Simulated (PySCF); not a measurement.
A calculated (UHF, PySCF 2.14, aug-cc-pVDZ, the non-relativistic Hamiltonian (point nucleus)) atom or ion has these occupied shells.

```tsv
shell	electrons	orbital energy (eV)	rms radius, mean of both spins (bohr)
1s α	1	-4521.6	0.0852
1s β	1	-4521.5	0.0852
2s α	1	-526.51	0.373
2s β	1	-526.02	0.373
2p α	3	-433.65	0.341
2p β	3	-433.23	0.341
3s α	1	-77.657	1.16
3s β	1	-75.803	1.16
3p α	3	-50.771	1.27
3p β	3	-48.723	1.27
3d α	1	-16.541	1.84
4s α	1	-12.236	3.70
```

Question: Name the element and its charge.

Answer: Sc⁺ (scandium, charge +1), in [Ar] 3d1 4s1, high-spin 3D determinant.
